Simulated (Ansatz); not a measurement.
Cost and result for the atomization energy of `F[CH2][SnH2][SiH3]` (11 atoms, 10 bonds).

Cartesian coordinates in Å:
```
F 0.414 1.974 1.249
C 1.128 0.788 1.350
Sn 0.784 -0.428 -0.420
Si -1.722 -0.457 -0.944
H 2.187 1.033 1.457
H 0.794 0.261 2.247
H 1.382 -1.999 -0.089
H 1.694 0.224 -1.713
H -2.001 -1.381 -2.075
H -2.477 -0.921 0.249
H -2.183 0.907 -1.310
```

Charge 0, multiplicity 1. Correlated methods include outer-core shells of Sn, which these sets cover unevenly. Sn: def2 effective core potential. The structure was optimised at the PBE0-D4/def2-TZVP level. It is one conformer, not always the lowest. Program: Ansatz. All runs use 4 threads of an Arm Neoverse V1 on a shared host. Times are those of one run each, without the atoms' runs, and a repeat can differ threefold. Electronic energies, without spin–orbit coupling; frozen cores. CCSD(T)/CBS adds CCSD(T) − MP2 in def2-TZVPP to the MP2 limit, and its time is that of the two runs behind it. T1 = 0.013. With those shells the extrapolation isn't a true limit. B3LYP takes the VWN-RPA correlation (the form of Gaussian; ORCA's B3LYP/G).

CCSD(T)/CBS is a level of theory with its own doubt, some kJ/mol a heavy atom from the limit and from the frozen cores, so smaller differences don't rank the functionals.

```json
{"level": "PBE-D4/def2-TZVPP (with forces)", "functions": "252", "wall time": "2.8 s"}
{"level": "PBE0-D4/def2-TZVPP", "functions": "252", "wall time": "3.6 s"}
{"level": "r2SCAN-D4/def2-TZVPP (with forces)", "functions": "252", "wall time": "6 s"}
{"level": "B2PLYP/def2-TZVPP", "functions": "252", "wall time": "6 s"}
{"level": "B3LYP-D4/def2-TZVPP (with forces)", "functions": "252", "wall time": "6.5 s"}
{"level": "ωB97X-V/def2-TZVPP", "functions": "252", "wall time": "8.5 s"}
{"level": "ωB97M-V/def2-TZVPP (with forces)", "functions": "252", "wall time": "13 s"}
{"level": "MP2/def2-QZVPP", "functions": "476", "wall time": "24 s"}
{"level": "CCSD(T)/def2-TZVPP", "functions": "252", "wall time": "4.2 min"}
{"level": "CCSD(T)/CBS(def2)", "functions": "–", "wall time": "4.6 min"}
```

Question: What atomization energy does each give, and how far from CCSD(T)/CBS? (An estimate is asked.)

Answer: Ansatz gave: 
```
                             level  atomization (kJ/mol)  difference from CCSD(T)/CBS  per bond
   PBE-D4/def2-TZVPP (with forces)                3262.3                        -12.4      -1.2
                PBE0-D4/def2-TZVPP                3226.2                        -48.5      -4.9
r2SCAN-D4/def2-TZVPP (with forces)                3251.6                        -23.1      -2.3
                 B2PLYP/def2-TZVPP                3203.1                        -71.6      -7.2
 B3LYP-D4/def2-TZVPP (with forces)                3247.7                        -27.0      -2.7
                ωB97X-V/def2-TZVPP                3284.7                         10.0       1.0
  ωB97M-V/def2-TZVPP (with forces)                3255.5                        -19.2      -1.9
                    MP2/def2-QZVPP                3219.6                        -55.1      -5.5
                CCSD(T)/def2-TZVPP                3190.2                        -84.5      -8.5
                 CCSD(T)/CBS(def2)                3274.7                          0.0       0.0
```

From PBE to PBE0 (25 % exact exchange), in def2-TZVPP and without D4, the atomization energy moves by −33.1 kJ/mol: exact exchange takes away binding that semilocal exchange gives to molecules. The D4 term adds +34.4 kJ/mol with B3LYP and +18.3 kJ/mol with PBE0; it sums over pairs of atoms, weighted by their polarisabilities, and B3LYP, whose exchange is more repulsive, gets the larger term. In def2-TZVPP, CCSD(T) changes the Hartree–Fock value by +816.4 kJ/mol (the triples alone add +39.6 kJ/mol) and MP2 by +795.7 kJ/mol; breaking electron pairs costs correlation energy, which Hartree–Fock lacks.

Spin–orbit coupling would lower the free Sn atoms strongly, and the atomization energy with them, by more than many differences here. For some Ge, Se and Sn compounds the MP2-based and the directly extrapolated limit differ by 10 to 25 kJ/mol.
